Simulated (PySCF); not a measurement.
SnI at UHF

Computed with UHF; basis Sn def2-TZVPPD with ECP28, I def2-TZVPPD with ECP28; scalar-relativistic core potentials; PySCF 2.14.

```json
{"state": "²Π (doublet), unpaired electrons π ↑", "bond length": "2.755 Å", "harmonic wavenumber": "189 cm⁻¹", "force constant": "1.29 mdyn/Å", "rotational constant Be": "0.03602 cm⁻¹", "anharmonicity ωexe": "0.348 cm⁻¹", "vibration–rotation constant αe": "9.54e-05 cm⁻¹", "well depth De to Sn + I": "1.87 eV", "dissociation energy D0": "1.86 eV", "bond order (Mayer)": "0.90", "dipole moment (positive dipole means Sn(−)I(+))": "-2.92 D"}
```

These are scalar-relativistic numbers at best; spin–orbit coupling would shift them, the dissociation energy most. Hartree–Fock leaves out correlation, which carries a large part of most bond energies and some tenths to 1 eV of ionisation energies. The state was picked by a PBE0 search and need not be the measured ground state.
